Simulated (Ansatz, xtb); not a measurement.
# Two isomers of C5H7NOS

Structure X is `C=C(O)/C=C/C(N)=S`, a singlet and structure Y is `CC(=O)/C=C\C(N)=S`, a singlet. Both are isolated molecules in the gas phase, relaxed with r2SCAN-D4/def2-SVP; the shapes shown needn't be the lowest conformers.

X (Å):

```yaml
atoms:
  - { symbol: C, position_ang: [0.8041, -2.5450, -1.3454] }
  - { symbol: C, position_ang: [0.8715, -1.1948, -1.4291] }
  - { symbol: C, position_ang: [0.0294, -0.3332, -0.6212] }
  - { symbol: C, position_ang: [0.0619, 1.0165, -0.6711] }
  - { symbol: C, position_ang: [-0.7954, 1.8811, 0.1515] }
  - { symbol: N, position_ang: [-0.5985, 3.2041, -0.0583] }
  - { symbol: O, position_ang: [1.7156, -0.5279, -2.2597] }
  - { symbol: S, position_ang: [-1.9180, 1.3333, 1.2522] }
  - { symbol: H, position_ang: [1.4401, -3.1933, -1.9557] }
  - { symbol: H, position_ang: [0.1017, -3.0131, -0.6554] }
  - { symbol: H, position_ang: [2.2353, -1.1740, -2.7569] }
  - { symbol: H, position_ang: [-0.6739, -0.8107, 0.0700] }
  - { symbol: H, position_ang: [0.7639, 1.5006, -1.3609] }
  - { symbol: H, position_ang: [0.0826, 3.5437, -0.7275] }
  - { symbol: H, position_ang: [-1.1521, 3.8676, 0.4708] }
```

Y (Å):

| atom | x (Å) | y (Å) | z (Å) |
| --- | --- | --- | --- |
| C | 0.2661 | -1.3260 | -1.7305 |
| C | 0.0140 | 0.0586 | -1.1875 |
| C | -1.2277 | 0.2010 | -0.3958 |
| C | -1.7852 | 1.2702 | 0.2396 |
| C | -1.3842 | 2.6847 | 0.3873 |
| N | -0.2456 | 3.1005 | -0.1775 |
| O | 0.8134 | 0.9634 | -1.4163 |
| S | -2.4010 | 3.6822 | 1.2661 |
| H | 0.3177 | -2.0552 | -0.9051 |
| H | 1.2031 | -1.3388 | -2.3003 |
| H | -0.5708 | -1.6403 | -2.3759 |
| H | -1.7980 | -0.7318 | -0.3104 |
| H | -2.7292 | 1.0788 | 0.7581 |
| H | 0.3416 | 2.4408 | -0.7136 |
| H | 0.0038 | 4.0766 | -0.0612 |

Quicker runs give these differences E(Y) − E(X): GFN2-xTB −7.8 kcal/mol; HF/STO-3G −16.9 kcal/mol (at GFN2-xTB geometries); r2SCAN-D4/def2-SVP//GFN2-xTB −10.8 kcal/mol.

Task: Estimate E(Y) − E(X) at the level CCSD(T)/def2-SVP + ΔMP2/def2-TZVPP.

Result: Calculated at CCSD(T)/def2-SVP + ΔMP2/def2-TZVPP: E(Y) − E(X) = −7.9 kcal/mol, so structure Y lies lower.

How the difference moves with the method:

| level | geometry | E(Y) − E(X) (kcal/mol) | departure from the last row (kcal/mol) | job, with rough time for the two |
| --- | --- | --- | --- | --- |
| GFN2-xTB | GFN2-xTB | −7.8 | +0.2 | optimisation, 0.22 s |
| HF/STO-3G | GFN2-xTB | −16.9 | −9.0 | single point, 0.64 s |
| r2SCAN-D4/def2-SVP//GFN2-xTB | GFN2-xTB | −10.8 | −2.8 | single point, 8.4 s |
| r2SCAN-D4/def2-SVP | r2SCAN-D4/def2-SVP | −10.6 | −2.6 | optimisation, 2.5 min |
| HF/def2-SVP | r2SCAN-D4/def2-SVP | −8.2 | −0.3 | part of the CCSD(T) run |
| MP2/def2-SVP | r2SCAN-D4/def2-SVP | −11.9 | −4.0 | part of the CCSD(T) run |
| CCSD(T)/def2-SVP | r2SCAN-D4/def2-SVP | −11.5 | −3.5 | single point |
| CCSD(T)/def2-SVP + ΔMP2/def2-TZVPP | r2SCAN-D4/def2-SVP | −7.9 |  | single point, 3.8 min |

As drawn, Y has 1 C–C, 1 C=O, 1 C–H in place of 1 C=C, 1 C–O, 1 O–H.

The levels shown agree on the order. The largest departure from CCSD(T)/def2-SVP + ΔMP2/def2-TZVPP is that of HF/STO-3G, 9.0 kcal/mol. The last row adds to CCSD(T) the change of the MP2 difference between the two basis sets, here +3.5 kcal/mol, a large step that makes the value less sure.

With thermal terms from frequencies at re-optimised GFN2-xTB minima (ideal gas, soft modes damped towards free rotors, one conformer each, 298.15 K, 1 atm): on the last row, ΔE + ΔZPE = −7.3, ΔH = −7.5, ΔG = −7.2 kcal/mol.

The correlated steps freeze 12 core orbitals. Programs: Ansatz 0.2.0, xtb 6.7.1; the last row on 2 threads of Arm Neoverse V2 on a shared host.
